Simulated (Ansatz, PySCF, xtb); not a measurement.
Process, species as SMILES: [C-]#[NH+] (CHN) [methanidylidyneazanium] + 3 [H][H] (H2) → C (CH4) + N (NH3)
Geometries: B3LYP-D3(BJ)/def2-TZVP minima from Ansatz (a first-principles code).
Geometry of the first species:
```xyz
3

C      0.0000     0.0000    -0.7364
N      0.0000     0.0000     0.4276
H      0.0000     0.0000     1.4250
```

Quantity: energy of full hydrogenation (electronic energy difference), in kJ/mol. Valence correlation only, unless marked. No spin-orbit coupling. No relativistic terms. CBS(X,Y): correlation extrapolated as X^-3; Hartree-Fock from the larger set.

```tsv
level	program	energy of full hydrogenation (kJ/mol)
GFN1-xTB	xtb	-648.0
HF-D3(BJ)/def2-TZVPD	PySCF + dftd3	-387.6
```

Problem. Predict the CCSD(T)/CBS(def2-TZVPPD,def2-QZVPPD) result (Ansatz).

Solution. -385.8 kJ/mol, so HF-D3(BJ)/def2-TZVPD differs from it by -1.8 kJ/mol.
